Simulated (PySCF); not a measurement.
**Cd⁺: excitation energy**

Cd⁺ [Kr] 4d10 5s1 (2S) → Cd⁺ [Kr] 4d10 5p1 (2P), as a difference of total energies. Calculation: PySCF 2.14, in def2-TZVPPD with the def2 core potential (28 electrons); a scalar-relativistic core potential. Correlated levels: valence: 4s2 4p6 frozen; valence and next inner shell: nothing frozen outside the core potential. The calculations carry no spin-orbit coupling.

Question: Order these methods by the excitation energy they give, lowest first.
A. SCS-MP2 (valence)
B. TPSS
C. LDA
D. MP2 (valence)

Answer: A (5.681 eV), B (5.715 eV), D (5.748 eV), C (6.008 eV).

Errors of the correlated levels include the incompleteness of this basis and the frozen core.

For comparison: 5.677 eV (measured; NIST levels, between the centres of gravity of the two terms).
